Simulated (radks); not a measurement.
Problem. These are the eigenvalues of the occupied orbitals of an atom or ion with whole-number occupations (Ry). Method: Dirac Kohn-Sham, PBE, spin-unpolarised, spherical densities, finite nucleus; Fermi nuclear charge, rms radius of each element as measured or else 0.836 A^(1/3) + 0.57 fm; computed with a radial shooting solver on a logarithmic mesh with Libxc functionals.

orbital  eigenvalue
1s1/2     -1533.862
2s1/2     -219.5491
2p1/2     -202.5184
2p3/2     -193.8273
3s1/2     -38.96342
3p1/2     -32.41889
3p3/2     -30.96530
3d3/2     -19.39130
3d5/2     -19.11184
4s1/2      -6.23029
4p1/2      -4.30774
4p3/2      -4.08741
4d3/2      -1.26059
4d5/2      -1.23692
5s1/2      -0.92999

Which element is it, and in what charge state? The configuration may be excited. Open shells, if any, are shared by 2j + 1.

Solution. Z = 43, technetium, charge +1: Tc+ in [Kr] 4d4 5s2. The list shows which subshells hold electrons but not how many an open one holds; the 1s level, -766.93 hartree, gives Z - s = 39.2 by -(Z - s)^2/2, which with screening and relativity narrows Z to a few neighbours, and the depths of the outer levels then fix element, charge and occupations together.
